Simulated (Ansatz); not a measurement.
Two members of one family (InAs nanocrystals, H-capped) that differ in charge, which shifts all levels, computed with Ansatz in the gas phase; def2 core potentials for In, no spin–orbit coupling. Levels of anions in sets without diffuse functions are rough. The structures are stationary points that may keep the symmetry of their start.

First: In9As10H28⁺, cut from zinc blende (singlet, charge 1, PBE-D4/def2-SVP geometry).

```xyz
47

As    0.925   -2.777    3.337
As   -2.884   -3.189    1.108
As    3.056    0.774    3.129
As   -0.540    0.391    0.834
As    1.617    4.096    0.570
As    3.078    0.354   -1.296
As   -1.944    3.698   -1.512
As    0.975   -3.031   -1.084
As   -0.334   -0.011   -3.340
As   -4.252   -0.084   -1.270
In    2.947   -1.488    4.738
In   -0.359   -2.268    1.027
In   -5.229   -2.443   -0.177
In    3.512   -2.215   -0.456
In    1.919    1.431    0.782
In   -1.801    1.013   -1.437
In   -0.197    5.723   -0.761
In    1.838    1.655   -3.362
In   -0.864   -2.684   -3.085
H     1.366   -4.227    3.135
H    -0.205   -3.088    4.320
H    -3.178   -3.315    2.604
H    -2.683   -4.683    0.860
H     2.797    1.995    4.014
H     4.530    1.079    2.866
H    -1.314    0.943    2.030
H     1.738    4.597    2.010
H     3.016    4.529    0.132
H     4.422    1.069   -1.121
H    -3.321    4.015   -0.928
H    -2.327    3.947   -2.969
H     0.943   -4.529   -0.763
H    -1.217    0.466   -4.499
H    -5.140    1.064   -0.785
H    -4.712   -0.037   -2.726
H     2.144   -0.921    6.158
H     4.368   -2.363    4.324
H    -6.232   -1.894    1.119
H    -5.331   -3.517   -1.517
H     3.444   -2.070    1.295
H     4.669   -2.992   -1.475
H     0.609    6.142   -2.221
H    -1.039    6.512    0.525
H     1.225    3.109   -2.590
H     2.732    1.451   -4.825
H    -2.391   -2.696   -2.214
H    -0.375   -3.534   -4.506
```

| level | HOMO (eV) | LUMO (eV) | gap (eV) |
| --- | --- | --- | --- |
| PBE-D4/def2-SVP | -8.35 | -5.15 | 3.20 |
| PBE-D4/def2-TZVP | -8.40 | -5.21 | 3.19 |
| r2SCAN-D4/def2-TZVP | -8.63 | -5.05 | 3.58 |
| PBE0-D4/def2-SVP | -9.29 | -4.49 | 4.80 |
| PBE0-D4/def2-TZVP | -9.32 | -4.53 | 4.79 |

Second: In11As10H28⁻, cut from wurtzite (singlet, charge -1, PBE-D4/def2-SVP geometry).

Cartesian coordinates in Å:
```
In -1.559 -2.712 -3.675
As -0.032 -0.858 -5.054
In -2.819 -3.079 0.200
As -1.257 -3.801 2.273
As -1.257 -1.559 -1.283
In 1.239 -1.702 -0.347
In 1.212 1.267 -3.931
As 2.522 0.138 -1.904
In 0.125 -2.122 3.981
As 1.379 -0.690 2.097
In 3.879 -0.913 3.002
In 3.764 2.189 -0.728
As 5.050 0.937 1.287
As -4.508 -1.372 1.464
In -2.335 0.869 -1.222
As -0.713 2.511 -2.599
In -4.039 0.952 2.897
As -2.016 1.709 1.299
In 0.475 1.783 2.302
In 0.143 4.729 -1.285
As 1.689 3.337 0.454
H -0.648 -4.198 -3.809
H -3.178 -2.468 -4.289
H 1.053 -1.563 -5.874
H -0.790 -0.314 -6.269
H -3.709 -4.417 -0.493
H -0.235 -4.715 1.595
H -1.992 -4.929 3.007
H 1.990 -3.268 -0.573
H 2.161 2.165 -5.091
H 3.659 -0.616 -2.605
H 1.262 -3.189 4.783
H -1.157 -1.238 4.772
H 4.623 -2.414 2.506
H 4.058 -0.177 4.579
H 4.822 3.142 -1.742
H 6.310 0.355 0.636
H 5.792 2.040 2.050
H -5.517 -2.264 2.199
H -5.464 -0.993 0.330
H -3.997 0.923 -1.776
H -1.607 3.030 -3.731
H -3.507 0.385 4.454
H -5.454 1.934 2.590
H -2.314 3.202 1.116
H 0.556 2.507 3.893
H 1.186 5.635 -2.361
H -1.218 5.402 -0.416
H 2.374 4.425 1.291
```

Question: What does the change do? Estimate second minus first.

Answer: 
| level | Δ HOMO (eV) | Δ LUMO (eV) | Δ gap (eV) |
| --- | --- | --- | --- |
| PBE-D4/def2-SVP | 5.19 | 5.26 | 0.06 |
| PBE-D4/def2-TZVP | 5.14 | 5.18 | 0.04 |
| r2SCAN-D4/def2-TZVP | 5.17 | 5.24 | 0.07 |
| PBE0-D4/def2-SVP | 5.24 | 5.29 | 0.06 |
| PBE0-D4/def2-TZVP | 5.19 | 5.21 | 0.02 |
